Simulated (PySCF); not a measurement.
Compound: phosphasilene FPSiF2, F₃PSi.
SMILES: `FP=[Si](F)F`

Jobs on this species (5 atoms, 56 electrons) with PySCF (density fitting). Hardware of each: Arm Neoverse V1, one thread (shared host). Times come from a shared host and carry two figures at best. Peak memory is the resident size of the whole Python process, interpreter and libraries included.

| level and settings | work | basis functions | SCF cycles | wall time | peak memory |
| --- | --- | --- | --- | --- | --- |
| CAM-B3LYP/def2-SVPD | 10 singlets by full TDDFT, 4 Tamm–Dancoff triplets, polarisability, dynamic polarisability, ΔSCF ions | 117 | ? | ? | ? |
| PBE0-D3(BJ)/def2-SVP, grid level 1 | geometry optimisation from a GFN2-xTB start shaken at random | 78 | ? | ? | ? |
| BHandHLYP/aug-pcX-1 (pcseg-1 on H, def2-SVPD on Si, def2-SVPD on P) | K-edge TDA, 16 lines | 147 | 13 | 4.2 s | 0.55 GiB |
| delta-SCF UKS SCAN, pcX-2 on the ionised atom, pcseg-1 elsewhere, spin-free X2C | ΔSCF core ionisation, 7 holes | 120 | 122 | 16 s | 0.48 GiB |
| PBE0/pcSseg-1, IEF-PCM water | shieldings | 99 | 12 | 3.8 s | 0.48 GiB |
| PBE0/pcSseg-1, IEF-PCM benzene | shieldings, charges and field gradients | 99 | 12 | 5.7 s | 0.48 GiB |
| PBE0/pcSseg-1 | shieldings, charges and field gradients | 99 | 13 | 5.5 s | 0.44 GiB |
| CAM-B3LYP/def2-SVPD, IEF-PCM benzene | 6 singlets by full TDDFT, polarisability | 117 | 14 | 7.1 s | 0.52 GiB |
| CAM-B3LYP/pcSseg-2 | shieldings | 194 | 14 | 15 s | 1.1 GiB |

Problem. Fill in the missing figures.

Solution. 
- CAM-B3LYP/def2-SVPD; 10 singlets by full TDDFT, 4 Tamm–Dancoff triplets, polarisability, dynamic polarisability, ΔSCF ions: 23 s, 0.52 GiB, 14 SCF cycles
- PBE0-D3(BJ)/def2-SVP, grid level 1; geometry optimisation from a GFN2-xTB start shaken at random: 12 s, 0.33 GiB, 47 SCF cycles

Problem. What do all jobs in the table cost together?

Solution. About 92 s; the longest takes about 25 % of that, and about 6.1 times as long as the shortest.
